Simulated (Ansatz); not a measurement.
Consider the substitution at a C–N bond: `NC/N=C/[SiH3]` + CH₃OH → `COCN` + `N=C[SiH3]`.

Isolated molecules relaxed with PBE0-D4/def2-TZVP in Ansatz; ΔE leaves out vibrations. CCSD(T)/CBS is the MP2 limit (def2-TZVPP, def2-QZVPP) plus CCSD(T) − MP2 in def2-TZVPP, frozen cores. This one scheme is used for every species. DFT in def2-TZVPP. B3LYP here is the variant with VWN-RPA as its local correlation; programs differ in this. One conformer a species, not always the lowest.

| level | ΔE (kcal/mol) |
| --- | --- |
| PBE-D4 | 0.3 |
| PBE0-D4 | 0.6 |
| r2SCAN | -0.3 |
| B3LYP | -0.1 |
| HF/def2-TZVPP | -0.3 |
| MP2/def2-TZVPP | 1.3 |
| CCSD(T)/def2-TZVPP | 0.2 |
| HF/CBS(def2) | -0.1 |

Task: What does CCSD(T)/CBS give? (An estimate is asked.)

Result: The calculation gave: +1.0 kcal/mol. The listed levels differ from it by -0.7, -0.4, -1.3, -1.1, -1.3, 0.3, -0.8, -1.1 kcal/mol.

Largest T1 diagnostic among the species: 0.012.
